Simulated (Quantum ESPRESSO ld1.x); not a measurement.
Problem. In IV, configuration [Kr] 4d10. Calculated with ld1.x of Quantum ESPRESSO 7.5: scalar-relativistic Kohn-Sham, BLYP, spin-unpolarised, spherical densities, point nucleus. Some entries of the table are withheld. Estimate them.

orbital  occ.  eigenvalue (hartree)  <r> (bohr)
1s          2                   (1)     0.02971
2s          2                   (2)      0.1285
2p          6                   (3)         (4)
3s          2              -30.0627      0.3487
3p          6              -24.9435      0.3472
3d         10              -16.9920      0.3244
4s          2              -5.48070      0.8473
4p          6                   (5)      0.9201
4d         10              -1.75507       1.153

Solution. 
(1) 1s eigenvalue (hartree): -1021.22
(2) 2s eigenvalue (hartree): -153.831
(3) 2p eigenvalue (hartree): -138.196
(4) 2p <r> (bohr): 0.1122
(5) 4p eigenvalue (hartree): -3.95358
